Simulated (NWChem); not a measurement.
System: SiNH3OF2; SMILES N[Si](O)(F)F

Input file for NWChem:

```
start job
memory heap 200 mb stack 900 mb global 1100 mb
geometry units angstroms noautoz
  N      0.461261    -1.610102     0.141011
  Si     0.016533     0.018363     0.079204
  O      1.382967     0.918015    -0.023577
  F     -0.868200     0.340938     1.374079
  F     -0.930277     0.452721    -1.147413
  H      1.232411    -1.974199    -0.400012
  H     -0.142638    -2.328347     0.514170
  H      1.289008     1.772010    -0.468034
end
basis spherical
  N library aug-pcseg-1
  Si library aug-pcseg-1
  O library aug-pcseg-1
  F library aug-pcseg-1
  H library aug-pcseg-1
end
dft
  xc xtpss03 ctpss03
  iterations 150
  mulliken
end
task dft energy
```

Output (shortened):

```
             Northwest Computational Chemistry Package (NWChem) 7.3.0
             --------------------------------------------------------

 C1  symmetry detected

                             Geometry "geometry" -> ""
                             -------------------------

 Output coordinates in angstroms (scale by  1.889725989 to convert to a.u.)

  No.       Tag          Charge          X              Y              Z
 ---- ---------------- ---------- -------------- -------------- --------------
    1 N                    7.0000     0.09708409    -1.57580783    -0.60451772
    2 Si                  14.0000    -0.00174274    -0.00398994     0.00632033
    3 O                    8.0000     1.36386568     0.29928552     0.86084778
    4 F                    9.0000    -1.34114703     0.10725494     0.87645199
    5 F                    9.0000    -0.15316922     1.17443122    -1.07908231
    6 H                    1.0000     0.96637529    -1.96456404    -0.94088993
    7 H                    1.0000    -0.71550213    -2.10603863    -0.88447566
    8 H                    1.0000     1.63185735     1.22765708     0.90539554

 Effective nuclear repulsion energy (a.u.)     265.5248174923

                                 NWChem DFT Module
                                 -----------------

 Summary of "ao basis" -> "ao basis" (spherical)
 ------------------------------------------------------------------------------
       Tag                 Description            Shells   Functions and Types
 ---------------- ------------------------------  ------  ---------------------
 N                        aug-pcseg-1                9       23   4s3p2d
 Si                       aug-pcseg-1               11       27   5s4p2d
 O                        aug-pcseg-1                9       23   4s3p2d
 F                        aug-pcseg-1                9       23   4s3p2d
 H                        aug-pcseg-1                5        9   3s2p

            General Information
            -------------------
          SCF calculation type: DFT
          Wavefunction type:  closed shell.
          No. of atoms     :     8
          No. of electrons :    50
           Alpha electrons :    25
            Beta electrons :    25
          Charge           :     0
          Spin multiplicity:     1
          Use of symmetry is: off; symmetry adaption is: off
          Maximum number of iterations: 150
          AO basis - number of functions:   146
                     number of shells:    62
          Convergence on energy requested:  1.00D-06
          Convergence on density requested:  1.00D-05
          Convergence on gradient requested:  5.00D-04

              XC Information
              --------------
                  TPSS metaGGA Exchange Functional  1.000
             TPSS03 metaGGA Correlation Functional  1.000

             Grid Information
             ----------------
          Grid used for XC integration:  medium
          Radial quadrature: Mura-Knowles
          Angular quadrature: Lebedev.
          Tag              B.-S. Rad. Rad. Pts. Rad. Cut. Ang. Pts.
          ---              ---------- --------- --------- ---------
          N                   0.65       49          14.0       434
          Si                  1.10       88          14.0       590
          O                   0.60       49          14.0       434
          F                   0.50       49          13.0       434
          H                   0.35       45          16.0       434
          Grid pruning is: on
          Number of quadrature shells:   419
          Spatial weights used:  Erf1

      Superposition of Atomic Density Guess
      -------------------------------------

 Sum of atomic energies:        -618.01914964

      Non-variational initial energy
      ------------------------------

 Total energy =    -619.531654
 1-e energy   =   -1384.697914
 2-e energy   =     499.641442
 HOMO         =      -0.386151
 LUMO         =      -0.010611

     ---------------------------------------------
      Total Density - Mulliken Population Analysis
     ---------------------------------------------

    Atom       Charge   Shell Charges
 -----------   ------   -------------------------------------------------------
    1 N    7     8.40   2.00  0.85  0.66  0.22  2.67  1.74  0.31  0.00 -0.04
    2 Si  14    11.19   2.00  2.00  0.59 -0.56 -0.07  5.99  1.02 -0.25 -0.00  0.32  0.15
    3 O    8     9.15   2.00  0.92  0.85  0.01  3.16  1.96  0.26  0.01 -0.02
    4 F    9     9.67   2.00  0.96  0.99 -0.03  3.60  2.12  0.04  0.00 -0.01
    5 F    9     9.66   2.00  0.96  0.99 -0.03  3.60  2.12  0.03  0.00 -0.01
    6 H    1     0.70   0.62  0.04 -0.00  0.04  0.01
    7 H    1     0.66   0.62  0.03 -0.01  0.04 -0.01
    8 H    1     0.57   0.55 -0.03 -0.02  0.05  0.02

   convergence    iter        energy       DeltaE   RMS-Dens  Diis-err
 ---------------- ----- ----------------- --------- --------- ---------
 d= 0,ls=0.0,diis     1   -621.0469510059 -8.87D+02  1.75D-02  1.08D+00
 d= 0,ls=0.0,diis     2   -620.9193793648  1.28D-01  8.51D-03  2.81D+00
 d= 0,ls=0.0,diis     3   -621.1604769070 -2.41D-01  1.26D-03  2.81D-02
 d= 0,ls=0.0,diis     4   -621.1617366743 -1.26D-03  5.99D-04  1.08D-02
 d= 0,ls=0.0,diis     5   -621.1627627509 -1.03D-03  1.50D-04  9.96D-04
  Resetting Diis
 d= 0,ls=0.0,diis     6   -621.1628703822 -1.08D-04  2.89D-05  6.66D-06
 d= 0,ls=0.0,diis     7   -621.1628708939 -5.12D-07  2.61D-05  3.28D-06
 d= 0,ls=0.0,diis     8   -621.1628700412  8.53D-07  1.77D-05  1.31D-05
 d= 0,ls=0.0,diis     9   -621.1628711900 -1.15D-06  1.71D-06  5.32D-08
 d= 0,ls=0.0,diis    10   -621.1628711963 -6.27D-09  2.68D-07  1.41D-09

         Total DFT energy =     -621.162871196307
      One electron energy =    -1388.604252779678
           Coulomb energy =      560.584730192050
    Exchange-Corr. energy =      -58.668166101002
 Nuclear repulsion energy =      265.524817492322

 Numeric. integr. density =       50.000006484555

                       DFT Final Molecular Orbital Analysis
                       ------------------------------------

 Vector   23  Occ=2.000000D+00  E=-3.382326D-01
              MO Center=  9.6D-01,  4.0D-01,  4.9D-01, r^2= 2.1D+00
   Bfn.  Coefficient  Atom+Function         Bfn.  Coefficient  Atom+Function
  ----- ------------  ---------------      ----- ------------  ---------------
    55      0.394058  3 O  px                56     -0.298267  3 O  py
    58      0.248577  3 O  px               101      0.243665  5 F  px
    57      0.216071  3 O  pz                59     -0.205992  3 O  py
    53      0.193182  3 O  s                103      0.190235  5 F  pz
   104      0.171946  5 F  px                60      0.131474  3 O  pz

 Vector   24  Occ=2.000000D+00  E=-3.106588D-01
              MO Center=  1.1D+00,  3.2D-01,  7.2D-01, r^2= 1.5D+00
   Bfn.  Coefficient  Atom+Function         Bfn.  Coefficient  Atom+Function
  ----- ------------  ---------------      ----- ------------  ---------------
    57      0.520013  3 O  pz                60      0.377890  3 O  pz
    55     -0.294444  3 O  px                58     -0.215009  3 O  px
   101      0.162954  5 F  px                78     -0.152277  4 F  px
   104      0.112629  5 F  px                80     -0.102301  4 F  pz
    81     -0.101343  4 F  px                63      0.076848  3 O  pz

 Vector   25  Occ=2.000000D+00  E=-2.542584D-01
              MO Center=  8.8D-02, -1.4D+00, -5.3D-01, r^2= 1.4D+00
   Bfn.  Coefficient  Atom+Function         Bfn.  Coefficient  Atom+Function
  ----- ------------  ---------------      ----- ------------  ---------------
     7      0.509664  1 N  pz                10      0.415065  1 N  pz
     6     -0.252438  1 N  py                 9     -0.197623  1 N  py
   102     -0.133450  5 F  py                34      0.117907  2 Si pz
   105     -0.093595  5 F  py                79      0.076200  4 F  py
    13      0.065348  1 N  pz                 3      0.063462  1 N  s

 Vector   26  Occ=0.000000D+00  E=-3.763191D-02
              MO Center=  7.1D-01, -2.6D-01, -1.6D-01, r^2= 1.2D+01
   Bfn.  Coefficient  Atom+Function         Bfn.  Coefficient  Atom+Function
  ----- ------------  ---------------      ----- ------------  ---------------
    27      0.749170  2 Si s                  4     -0.607148  1 N  s
   140      0.516125  8 H  s                 54     -0.470627  3 O  s
   122      0.449048  6 H  s                  3     -0.404989  1 N  s
   139      0.386592  8 H  s                131      0.311482  7 H  s
    53     -0.280432  3 O  s                121      0.252682  6 H  s

 Vector   27  Occ=0.000000D+00  E=-1.079151D-02
              MO Center=  7.4D-01, -3.9D-01, -1.2D-01, r^2= 1.6D+01
   Bfn.  Coefficient  Atom+Function         Bfn.  Coefficient  Atom+Function
  ----- ------------  ---------------      ----- ------------  ---------------
   140      0.782773  8 H  s                  4      0.672453  1 N  s
   131     -0.626897  7 H  s                122     -0.568193  6 H  s
   139      0.487154  8 H  s                 54     -0.417772  3 O  s
    36      0.317898  2 Si py                62     -0.312813  3 O  py
    12     -0.284404  1 N  py                 3      0.279901  1 N  s

 Vector   28  Occ=0.000000D+00  E= 1.025116D-02
              MO Center= -6.5D-02, -8.5D-01, -5.1D-01, r^2= 1.9D+01
   Bfn.  Coefficient  Atom+Function         Bfn.  Coefficient  Atom+Function
  ----- ------------  ---------------      ----- ------------  ---------------
   122      1.445838  6 H  s                131     -1.094631  7 H  s
    11     -0.934645  1 N  px                38      0.732923  2 Si px
    46     -0.526877  2 Si d -2              28     -0.396062  2 Si s
    62      0.301100  3 O  py                35      0.296284  2 Si px
    36     -0.181618  2 Si py                39     -0.167970  2 Si py

[...]
```

Level: TPSS/aug-pcseg-1. All runs use the structure optimised with B3LYP/6-31G* (spherical d).
